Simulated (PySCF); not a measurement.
Constitutional and geometric isomers with formula C2H6Si. All species are isolated molecules in the gas phase. Strings in code marks are SMILES.

The LUMO from two functionals at the same geometries (PBE0-D3(BJ)/def2-TZVP), both in PySCF: PBE-D3(BJ)/def2-TZVP and ωB97X-D3(BJ)/def2-TZVP. 

```
species       ωB97X-D3(BJ)/def2-TZVP (eV)
------------  ---------------------------
`CC=[SiH2]`                          0.95
`C=[SiH]C`                           1.37
`C=C[SiH3]`                          1.73
`C1C[SiH2]1`                         2.19
```

Task: What does PBE-D3(BJ)/def2-TZVP give for each?

Result: 
- `CC=[SiH2]`: -1.85
- `C=[SiH]C`: -1.50
- `C=C[SiH3]`: -1.50
- `C1C[SiH2]1`: -0.49
Over these rows, drawn at random from the members with no instability flagged (it was tested for open shells, ions and some series alone), PBE minus ωB97X-D3(BJ): mean -2.90 eV, from -3.23 eV to -2.69 eV.
